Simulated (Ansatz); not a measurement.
Isomers of C2H7BFN, relaxed with PBE0-D4/def2-TZVP in Ansatz; electronic energies, one conformer each and not always the lowest. Functionals use def2-TZVPP; CBS adds triple-zeta CCSD(T) − MP2 to the MP2 limit of def2-TZVPP and def2-QZVPP.

(1) Order them by energy at frozen-core CCSD(T)/CBS, lowest first. (An estimate is asked.)
A. `BN(C)CF`
B. `CN(C)BF`
C. `BNC(C)F`

(2) How do B3LYP-D4, PBE-D4, HF/CBS(def2), r2SCAN-D4 place them (kJ/mol, against `CN(C)BF`)? (An estimate is asked.)

Results:

(1) B (0.0 kJ/mol), C (148.7 kJ/mol), A (193.3 kJ/mol).

(2) Computed: 
```
   isomer  B3LYP-D4  PBE-D4  HF/CBS(def2)  r2SCAN-D4
`BN(C)CF`     190.8   186.5         194.0      193.3
`BNC(C)F`     147.9   143.2         147.5      146.2
```

B3LYP here is the variant with VWN-RPA as its local correlation; programs differ in this.
